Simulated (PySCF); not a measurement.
**Spinor energies of Ir²⁺ (iridium, charge +2)**

Start: [Xe] 4f14 5d7; 5d3/2 filled at m_j = +1/2, +3/2; 5d5/2 filled at m_j = -3/2, -1/2, +1/2, +3/2, +5/2. Calculated with PySCF 2.14 in x2c-TZVPall-2c: generalised Hartree-Fock with the X2C-1e Hamiltonian and a Gaussian nucleus; spin-orbit coupling (SO) screened by Boettger's factors. This is a chosen level, not necessarily the ground level.

```tsv
spinor shell	electrons	ε, screened SO (eV)	weight of nominal j (screened SO)	rms radius, screened SO (bohr)
1s1/2	2	-76525.4	1.000	0.0197
2s1/2	2	-13545.7	1.000	0.0795
2p1/2	2	-12954.2	1.000	0.0675
2p3/2	4	-11320.8	1.000	0.0752
3s1/2	2	-3246.9	1.000	0.203
3p1/2	2	-2982.5	1.000	0.195
3p3/2	4	-2619.2	1.000	0.210
3d3/2	4	-2182.9	1.000	0.185
3d5/2	6	-2104.7	1.000	0.189
4s1/2	2	-741.08	1.000	0.450
4p1/2	2	-628.47	1.000	0.456
4p3/2	4	-541.34	1.000	0.490
4d3/2	4	-356.40	1.000	0.507
4d5/2	6	-339.42	1.000	0.519
5s1/2	2	-132.60	1.000	1.05
4f5/2	6	-101.49	0.996	0.586
4f7/2	8	-98.201	0.997	0.587
5p1/2	2	-96.198	0.985	1.15
5p3/2	4	-79.881	0.993	1.24
5d3/2	2	-31.376	0.580	1.72
5d5/2	5	-30.346	0.472	1.74
```

```json
{"quantity": "E (hartree)", "screened SO": "-17838.16118"}
{"quantity": "M_J", "screened SO": "9/2"}
{"quantity": "⟨J²⟩", "screened SO": "24.766"}
{"quantity": "⟨L²⟩", "screened SO": "13.109"}
{"quantity": "⟨S²⟩", "screened SO": "3.586"}
```

Each row is a mean over spinors that exchange with the open shell spreads, by up to 7.313 eV (5p3/2).

Rows whose weight is well below 1 are mixtures of j = l ± 1/2: exchange outweighs spin-orbit coupling there, and the label is only the starting occupation.

Breit and QED terms are absent; they matter most for the inner s and p1/2 levels.

Densities and radii are taken from the X2C orbitals without a picture-change correction, which distorts them close to the nucleus.
